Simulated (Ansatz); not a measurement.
`[CH3][Al]([CH3])[TeH]` + `OB(O)S` → `[CH3][Al]([CH3])[S]B(O)O` + H₂Te  (ligand exchange at the Al–Te bond)

Gas-phase electronic energies from Ansatz, PBE0-D4/def2-TZVP geometries. CCSD(T)/CBS is the MP2 limit (def2-TZVPP, def2-QZVPP) plus CCSD(T) − MP2 in def2-TZVPP, frozen cores. Functionals use def2-TZVPP. Elements past krypton have def2 core potentials. For Te outer-core shells are correlated without core-valence functions, which leaves a few kJ/mol of doubt a bond. One conformer a species, not always the lowest.

Question: Is it downhill or uphill in electronic energy at CCSD(T)/CBS, and by how much? (An estimate is asked.)

Answer: The calculation gave: Uphill: ΔE = +0.11 eV.

Question: What do these levels give: r2SCAN-D4, ωB97X-V, B2PLYP, HF/def2-TZVPP, MP2/def2-TZVPP, HF/def2-QZVPP? (An estimate is asked.)

Answer: Computed: r2SCAN-D4 0.04, ωB97X-V 0.06, B2PLYP 0.11, HF/def2-TZVPP 0.20, MP2/def2-TZVPP 0.11, HF/def2-QZVPP 0.19 eV.

Largest T1 diagnostic among the species: 0.012.

The D4 term adds −0.05 eV with B3LYP and −0.03 eV with PBE0; it sums over pairs of atoms, weighted by their polarisabilities, and B3LYP, whose exchange is more repulsive, gets the larger term. In def2-TZVPP, CCSD(T) changes the Hartree–Fock value by −0.12 eV (the triples alone add −0.02 eV) and MP2 by −0.09 eV.

B3LYP here is the variant with VWN-RPA as its local correlation; programs differ in this.
